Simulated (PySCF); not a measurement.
CrO₃ (SMILES [O]=[Cr](=[O])=[O]), singlet, geometry from GFN2-xTB (such geometries of metal compounds can be far from the true shape); TPSS/STO-3G (PySCF).

PySCF was given this input:
```python
from pyscf import gto, scf, dft

mol = gto.M(
    atom='''
Cr   -0.00000000   -0.00000000   -0.00000000
O    -1.07077093   -1.11835431   -0.13016836
O    -0.05729490    1.24258645   -0.93107827
O     1.12806583   -0.12423215    1.06124663
''',
    basis='sto-3g',
    verbose=4,
)

mf = dft.RKS(mol)
mf.xc = 'tpss'
mf.level_shift = 0.5
mf.max_cycle = 100
mf.kernel()
```

It wrote (shortened):

```
PySCF version 2.14.0

[INPUT] verbose = 4
[INPUT] num. atoms = 4
[INPUT] num. electrons = 48
[INPUT] charge = 0
[INPUT] spin (= nelec alpha-beta = 2S) = 0
[INPUT] symmetry False subgroup None
[INPUT] Mole.unit = angstrom
[INPUT] Symbol           X                Y                Z      unit          X                Y                Z       unit  Magmom
[...]
nuclear repulsion = 233.924793951166
number of shells = 17
number of NR pGTOs = 99
number of NR cGTOs = 33
basis = sto-3g
ecp = {}

******** <class 'pyscf.dft.rks.RKS'> ********
method = RKS
initial guess = minao
damping factor = 0
level_shift factor = 0.5
DIIS = <class 'pyscf.scf.diis.CDIIS'>
diis_start_cycle = 1
diis_space = 8
diis_damp = 0
SCF conv_tol = 1e-09
SCF conv_tol_grad = None
SCF max_cycles = 100
direct_scf = True
direct_scf_tol = 1e-13
XC library pyscf.dft.libxc version 7.1.2
    S. Lehtola, C. Steigemann, M. J. T. Oliveira, and M. A. L. Marques,  SoftwareX 7, 1–5 (2018)
XC functionals = tpss
    J. Tao, J. P. Perdew, V. N. Staroverov, and G. E. Scuseria,  Phys. Rev. Lett. 91, 146401 (2003)
    J. P. Perdew, J. Tao, V. N. Staroverov, and G. E. Scuseria,  J. Chem. Phys. 120, 6898 (2004)
    J. Tao, J. P. Perdew, V. N. Staroverov, and G. E. Scuseria,  Phys. Rev. Lett. 91, 146401 (2003)
    J. P. Perdew, J. Tao, V. N. Staroverov, and G. E. Scuseria,  J. Chem. Phys. 120, 6898 (2004)
radial grids:
    Treutler-Ahlrichs [JCP 102, 346 (1995); DOI:10.1063/1.469408] (M4) radial grids

becke partition: Becke, JCP 88, 2547 (1988); DOI:10.1063/1.454033
pruning grids: <function nwchem_prune>
grids dens level: 3
symmetrized grids: False
atomic radii adjust function: <function treutler_atomic_radii_adjust>
small_rho_cutoff = 0
Set gradient conv threshold to 3.16228e-05
Initial guess from minao.
tot grids = 63152
init E= -1255.74665322669
[...]
cycle= 1 E= -1254.7160914136  delta_E= 1.03  |g|= 2.27  |ddm|= 3.67
[...]
cycle= 2 E= -1246.24275107424  delta_E= 8.47  |g|= 5.69  |ddm|= 5.77
[...]
cycle= 3 E= -1251.49579817608  delta_E= -5.25  |g|= 4.79  |ddm|= 1.76
[...]
cycle= 4 E= -1252.82799826898  delta_E= -1.33  |g|= 4.18  |ddm|= 0.525
[...]
cycle= 5 E= -1255.25998437207  delta_E= -2.43  |g|=  2.2  |ddm|= 1.24
[...]
cycle= 6 E= -1256.08770571044  delta_E= -0.828  |g|= 0.499  |ddm|= 1.01
[...]
cycle= 7 E= -1256.14188560716  delta_E= -0.0542  |g|= 0.135  |ddm|= 0.28
[...]
cycle= 8 E= -1256.14505567658  delta_E= -0.00317  |g|= 0.127  |ddm|= 0.112
[...]
cycle= 9 E= -1256.14919325524  delta_E= -0.00414  |g|= 0.0314  |ddm|= 0.0844
[...]
cycle= 10 E= -1256.1497321839  delta_E= -0.000539  |g|= 0.0129  |ddm|= 0.0412
[...]
cycle= 11 E= -1256.14986645658  delta_E= -0.000134  |g|= 0.0105  |ddm|= 0.0246
[...]
cycle= 12 E= -1256.14991828042  delta_E= -5.18e-05  |g|= 0.00763  |ddm|= 0.0153
[...]
cycle= 13 E= -1256.14994223586  delta_E= -2.4e-05  |g|= 0.00288  |ddm|= 0.0105
[...]
cycle= 14 E= -1256.14994849696  delta_E= -6.26e-06  |g|= 0.00159  |ddm|= 0.00557
[...]
cycle= 15 E= -1256.14995075628  delta_E= -2.26e-06  |g|= 0.000984  |ddm|= 0.00352
[...]
cycle= 16 E= -1256.14995180704  delta_E= -1.05e-06  |g|= 0.000773  |ddm|= 0.0024
[...]
cycle= 17 E= -1256.1499526739  delta_E= -8.67e-07  |g|= 0.000805  |ddm|= 0.00234
[...]
cycle= 18 E= -1256.1499539697  delta_E= -1.3e-06  |g|= 0.000944  |ddm|= 0.00297
[...]
cycle= 19 E= -1256.14995633404  delta_E= -2.36e-06  |g|= 0.00123  |ddm|= 0.00402
[...]
cycle= 20 E= -1256.14996091223  delta_E= -4.58e-06  |g|= 0.00165  |ddm|= 0.00561
[...]
cycle= 21 E= -1256.14996979065  delta_E= -8.88e-06  |g|= 0.0023  |ddm|= 0.00781
[...]
cycle= 22 E= -1256.14998713427  delta_E= -1.73e-05  |g|= 0.00321  |ddm|= 0.0109
[...]
cycle= 23 E= -1256.15002099462  delta_E= -3.39e-05  |g|= 0.00449  |ddm|= 0.0153
[...]
cycle= 24 E= -1256.15008709029  delta_E= -6.61e-05  |g|= 0.0063  |ddm|= 0.0213
[...]
cycle= 25 E= -1256.15021606929  delta_E= -0.000129  |g|= 0.00882  |ddm|= 0.0298
[...]
cycle= 26 E= -1256.15046698375  delta_E= -0.000251  |g|= 0.0124  |ddm|= 0.0417
[...]
cycle= 27 E= -1256.15095313878  delta_E= -0.000486  |g|= 0.0177  |ddm|= 0.0582
[...]
cycle= 28 E= -1256.15188864733  delta_E= -0.000936  |g|= 0.0251  |ddm|= 0.081
[...]
cycle= 29 E= -1256.15365690659  delta_E= -0.00177  |g|= 0.0365  |ddm|= 0.112
[...]
cycle= 30 E= -1256.15689358803  delta_E= -0.00324  |g|= 0.0547  |ddm|= 0.155
[...]
cycle= 31 E= -1256.16246214635  delta_E= -0.00557  |g|= 0.0851  |ddm|= 0.212
[...]
cycle= 32 E= -1256.17091825218  delta_E= -0.00846  |g|= 0.138  |ddm|= 0.282
[...]
cycle= 33 E= -1256.18077552321  delta_E= -0.00986  |g|= 0.228  |ddm|= 0.363
[...]
cycle= 34 E= -1256.18571905628  delta_E= -0.00494  |g|= 0.368  |ddm|= 0.441
[...]
cycle= 35 E= -1256.17474768956  delta_E= 0.011  |g|= 0.56  |ddm|= 0.495
[...]
cycle= 36 E= -1256.14113630876  delta_E= 0.0336  |g|= 0.772  |ddm|= 0.508
[...]
cycle= 37 E= -1256.09029671993  delta_E= 0.0508  |g|= 0.966  |ddm|= 0.478
[...]
cycle= 38 E= -1256.03532656228  delta_E= 0.055  |g|= 1.12  |ddm|= 0.42
[...]
cycle= 39 E= -1255.98761913685  delta_E= 0.0477  |g|= 1.22  |ddm|= 0.353
[...]
cycle= 40 E= -1255.95100362271  delta_E= 0.0366  |g|= 1.29  |ddm|= 0.287
[...]
cycle= 41 E= -1255.9237506232  delta_E= 0.0273  |g|= 1.34  |ddm|= 0.229
[...]
cycle= 42 E= -1255.90940076774  delta_E= 0.0143  |g|= 1.36  |ddm|= 0.18
[...]
cycle= 43 E= -1255.90538230013  delta_E= 0.00402  |g|= 1.37  |ddm|= 0.14
[...]
cycle= 44 E= -1255.90078085865  delta_E= 0.0046  |g|= 1.37  |ddm|= 0.117
[...]
cycle= 45 E= -1255.91085830605  delta_E= -0.0101  |g|= 1.36  |ddm|= 0.107
[...]
cycle= 46 E= -1255.96554329573  delta_E= -0.0547  |g|= 1.27  |ddm|= 0.116
[...]
cycle= 47 E= -1256.06247858637  delta_E= -0.0969  |g|=  1.1  |ddm|= 0.161
[...]
cycle= 48 E= -1256.12252515688  delta_E= -0.06  |g|= 0.969  |ddm|= 0.108
[...]
cycle= 49 E= -1256.18910672561  delta_E= -0.0666  |g|= 0.794  |ddm|= 0.14
[...]
cycle= 50 E= -1256.25482924335  delta_E= -0.0657  |g|= 0.556  |ddm|= 0.16
[...]
cycle= 51 E= -1256.29255869957  delta_E= -0.0377  |g|= 0.345  |ddm|= 0.137
[...]
cycle= 52 E= -1256.30660115748  delta_E= -0.014  |g|= 0.221  |ddm|= 0.086
[...]
cycle= 53 E= -1256.31299195115  delta_E= -0.00639  |g|= 0.129  |ddm|= 0.0638
[...]
cycle= 54 E= -1256.31538203806  delta_E= -0.00239  |g|= 0.0701  |ddm|= 0.0445
[...]
cycle= 55 E= -1256.31616126846  delta_E= -0.000779  |g|= 0.0373  |ddm|= 0.0303
[...]
cycle= 56 E= -1256.3163671426  delta_E= -0.000206  |g|= 0.0257  |ddm|= 0.0195
[...]
cycle= 57 E= -1256.31645233567  delta_E= -8.52e-05  |g|= 0.0204  |ddm|= 0.0143
[...]
cycle= 58 E= -1256.31649928236  delta_E= -4.69e-05  |g|= 0.0171  |ddm|= 0.0112
[...]
cycle= 59 E= -1256.31653484631  delta_E= -3.56e-05  |g|= 0.0137  |ddm|= 0.00928
[...]
cycle= 60 E= -1256.31655899671  delta_E= -2.42e-05  |g|= 0.0109  |ddm|= 0.00788
[...]
cycle= 61 E= -1256.31657593846  delta_E= -1.69e-05  |g|= 0.00854  |ddm|= 0.00675
[...]
cycle= 62 E= -1256.31658818085  delta_E= -1.22e-05  |g|= 0.00642  |ddm|= 0.00594
[...]
cycle= 63 E= -1256.31659640025  delta_E= -8.22e-06  |g|= 0.00492  |ddm|= 0.0053
[...]
cycle= 64 E= -1256.31660223176  delta_E= -5.83e-06  |g|= 0.00383  |ddm|= 0.00475
[...]
cycle= 65 E= -1256.31660646244  delta_E= -4.23e-06  |g|= 0.00305  |ddm|= 0.00424
[...]
cycle= 66 E= -1256.31660965933  delta_E= -3.2e-06  |g|= 0.00244  |ddm|= 0.00376
[...]
cycle= 67 E= -1256.31661212046  delta_E= -2.46e-06  |g|= 0.0021  |ddm|= 0.00345
[...]
cycle= 68 E= -1256.31661415734  delta_E= -2.04e-06  |g|= 0.00195  |ddm|= 0.00331
[...]
cycle= 69 E= -1256.31661586268  delta_E= -1.71e-06  |g|= 0.0018  |ddm|= 0.00295
[...]
cycle= 70 E= -1256.31661734695  delta_E= -1.48e-06  |g|= 0.00162  |ddm|= 0.00273
[...]
cycle= 71 E= -1256.31661859452  delta_E= -1.25e-06  |g|= 0.00147  |ddm|= 0.0025
[...]
cycle= 72 E= -1256.31661969452  delta_E= -1.1e-06  |g|= 0.00127  |ddm|= 0.00232
[...]
cycle= 73 E= -1256.31662063788  delta_E= -9.43e-07  |g|= 0.0011  |ddm|= 0.00216
[...]
cycle= 74 E= -1256.31662141419  delta_E= -7.76e-07  |g|= 0.00114  |ddm|= 0.00209
[...]
cycle= 75 E= -1256.3166220975  delta_E= -6.83e-07  |g|= 0.00107  |ddm|= 0.00187
[...]
cycle= 76 E= -1256.31662271781  delta_E= -6.2e-07  |g|= 0.000873  |ddm|= 0.00172
[...]
cycle= 77 E= -1256.31662323716  delta_E= -5.19e-07  |g|= 0.000769  |ddm|= 0.0016
[...]
cycle= 78 E= -1256.31662368345  delta_E= -4.46e-07  |g|= 0.000706  |ddm|= 0.0015
[...]
cycle= 79 E= -1256.31662407378  delta_E= -3.9e-07  |g|= 0.00064  |ddm|= 0.0014
[...]
cycle= 80 E= -1256.31662441162  delta_E= -3.38e-07  |g|= 0.000589  |ddm|= 0.00131
[...]
cycle= 81 E= -1256.31662470657  delta_E= -2.95e-07  |g|= 0.000544  |ddm|= 0.00122
[...]
cycle= 82 E= -1256.31662496489  delta_E= -2.58e-07  |g|= 0.000493  |ddm|= 0.00114
[...]
cycle= 83 E= -1256.31662519157  delta_E= -2.27e-07  |g|= 0.000451  |ddm|= 0.00107
[...]
cycle= 84 E= -1256.31662538865  delta_E= -1.97e-07  |g|= 0.000435  |ddm|= 0.00101
[...]
cycle= 85 E= -1256.31662555393  delta_E= -1.65e-07  |g|= 0.000463  |ddm|= 0.000958
[...]
cycle= 86 E= -1256.31662570839  delta_E= -1.54e-07  |g|= 0.000406  |ddm|= 0.000877
[...]
cycle= 87 E= -1256.31662584191  delta_E= -1.34e-07  |g|= 0.000344  |ddm|= 0.000811
[...]
cycle= 88 E= -1256.31662595679  delta_E= -1.15e-07  |g|= 0.000301  |ddm|= 0.000757
[...]
cycle= 89 E= -1256.31662605626  delta_E= -9.95e-08  |g|= 0.000273  |ddm|= 0.000709
[...]
cycle= 90 E= -1256.31662614279  delta_E= -8.65e-08  |g|= 0.000252  |ddm|= 0.000662
[...]
cycle= 91 E= -1256.31662621844  delta_E= -7.57e-08  |g|= 0.000234  |ddm|= 0.00062
[...]
cycle= 92 E= -1256.31662628467  delta_E= -6.62e-08  |g|= 0.000219  |ddm|= 0.000581
[...]
cycle= 93 E= -1256.31662634249  delta_E= -5.78e-08  |g|= 0.000205  |ddm|= 0.000543
[...]
cycle= 94 E= -1256.31662639303  delta_E= -5.05e-08  |g|= 0.000193  |ddm|= 0.000508
[...]
cycle= 95 E= -1256.31662643733  delta_E= -4.43e-08  |g|= 0.00018  |ddm|= 0.000475
[...]
cycle= 96 E= -1256.31662647609  delta_E= -3.88e-08  |g|= 0.000167  |ddm|= 0.000444
[...]
cycle= 97 E= -1256.31662650998  delta_E= -3.39e-08  |g|= 0.000154  |ddm|= 0.000415
[...]
cycle= 98 E= -1256.31662653961  delta_E= -2.96e-08  |g|= 0.000144  |ddm|= 0.000388
[...]
cycle= 99 E= -1256.31662656552  delta_E= -2.59e-08  |g|= 0.000134  |ddm|= 0.000363
[...]
cycle= 100 E= -1256.3166265882  delta_E= -2.27e-08  |g|= 0.000125  |ddm|= 0.00034
SCF not converged.
SCF energy = -1256.3166265882
```

The run did not converge; its last values are not results.
